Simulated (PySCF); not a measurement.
# A survey of ²⁹Si NMR shifts

PySCF calculation with PBE0/pcSseg-1 with gauge-including orbitals and structure optimised with GFN2-xTB; no solvent, equivalent nuclei averaged, no relativistic terms, one conformer.

Shieldings were converted by a linear fit to measured shifts: ²⁹Si: δ = 279.94 − 0.822σ (rms 8.9 ppm, 72 shifts, 25.8 ppm with the 6 outliers that the fit left out vs TMS, solution or neat liquid). Occasional misses reach two or three times the rms, and more in compound classes unlike the fitted ones.

Task: Give the ²⁹Si shifts of `CC/C(=C/[SiH3])[SiH2]SC`, `C[Si@@H](P)[SiH2]CCl`, `C[SiH2]S[SiH2]C1CCC1`, `CC[C@H](C[SiH3])OC(=O)OC`, `C#C[Si@@H](O[SiH3])[SiH2]C#CC`, `CC[SiH2]O[SiH3]`.

Result: 
| compound | environment | δ (ppm) |
| --- | --- | --- |
| [CH3:1][CH2:2]/[C:3](=[CH:4]/[SiH3:5])[SiH2:6][S:7][CH3:8] | Si6: silicon bonded to C, S, 2 H | -33.5 |
| [CH3:1][CH2:2]/[C:3](=[CH:4]/[SiH3:5])[SiH2:6][S:7][CH3:8] | Si5: silicon bonded to C, 3 H | -77.1 |
| [CH3:1][Si@@H:2]([PH2:3])[SiH2:4][CH2:5][Cl:6] | Si2: silicon bonded to C, P, Si, H | -50.4 |
| [CH3:1][Si@@H:2]([PH2:3])[SiH2:4][CH2:5][Cl:6] | Si4: silicon bonded to C, Si, 2 H | -59.9 |
| [CH3:1][SiH2:2][S:3][SiH2:4][CH:5]1[CH2:6][CH2:7][CH2:8]1 | Si4: silicon bonded to C, S, 2 H | -27.0 |
| [CH3:1][SiH2:2][S:3][SiH2:4][CH:5]1[CH2:6][CH2:7][CH2:8]1 | Si2: silicon bonded to C, S, 2 H | -29.9 |
| CC[C@H](C[SiH3])OC(=O)OC | silicon bonded to C, 3 H | -70.1 |
| [CH:1]#[C:2][Si@@H:3]([O:4][SiH3:5])[SiH2:6][C:7]#[C:8][CH3:9] | Si3: silicon bonded to C, O, Si, H | -41.0 |
| [CH:1]#[C:2][Si@@H:3]([O:4][SiH3:5])[SiH2:6][C:7]#[C:8][CH3:9] | Si5: silicon bonded to O, 3 H | -43.3 |
| [CH:1]#[C:2][Si@@H:3]([O:4][SiH3:5])[SiH2:6][C:7]#[C:8][CH3:9] | Si6: silicon bonded to C, Si, 2 H | -93.5 |
| [CH3:1][CH2:2][SiH2:3][O:4][SiH3:5] | Si3: silicon bonded to C, O, 2 H | -24.3 |
| [CH3:1][CH2:2][SiH2:3][O:4][SiH3:5] | Si5: silicon bonded to O, 3 H | -43.6 |
